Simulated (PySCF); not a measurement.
Computed IR spectrum (relative IR intensity) of a molecule C₅H₅, multiplicity 2. Geometry optimised at PBE-D3(BJ)/def2-SVP. The values are those of a single conformer. These are PySCF 2.14.0 with PBE-D3(BJ)/def2-SVP values and carry that method's errors. Frequencies are harmonic and unscaled.

Lines under 2 % of the strongest are left out, and lines within 2 cm⁻¹ are merged.

ν (cm⁻¹): 53 (w), 478 (w), 661 (vs), 870 (w), 900 (w), 935 (vw), 1028 (w), 1040 (w), 1347 (m), 1463 (w), 1517 (vw), 3141 (w), 3148 (vw), 3161 (w), 3179 (w) (against the strongest line: vs over 80 %, s over 45 %, m over 15 %, w over 4 %, vw less)

Pick the molecule that these values belong to.
(A) [C]1=CC=CC1
(B) [C]1=CCC=C1
(C) [CH]1C=CC=C1

C, [CH]1C=CC=C1
